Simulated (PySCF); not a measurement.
CH3Cl3Si, SMILES C[Si](Cl)(Cl)Cl.

The structure is a stationary point at B3LYP-D3(BJ)/def2-SVP. The isomer is the one that the SMILES or the coordinates give; other isomers of the formula were not compared.

Two levels are set side by side: PBE/def2-TZVP (PySCF) and ωB97X/def2-TZVP (PySCF). Same geometry, gas phase. Differences are taken from unrounded values.

```json
[
 {"quantity": "orbital gap (eV)", "ωB97X": "13.77", "PBE": "6.66", "PBE minus ωB97X": "-7.11"},
 {"quantity": "highest occupied level (eV)", "ωB97X": "-11.62", "PBE": "-7.74", "PBE minus ωB97X": "3.87"},
 {"quantity": "lowest empty level (eV)", "ωB97X": "2.16", "PBE": "-1.08", "PBE minus ωB97X": "-3.24"},
 {"quantity": "dipole moment (D)", "ωB97X": "2.06", "PBE": "1.98", "PBE minus ωB97X": "-0.08"},
 {"quantity": "mean polarisability (bohr³)", "ωB97X": "68.9", "PBE": "72.4", "PBE minus ωB97X": "3.6"}
]
```

PBE's occupied levels lie high since its potential decays too fast outside the molecule; exact exchange lowers them and widens the gap. Loosely held outer electrons make PBE densities more polarisable. Differences between two approximate levels are no errors against the true value.

Rough cost on one machine, each run with all the roots and properties that it gave: ωB97X against PBE within a factor of 2.
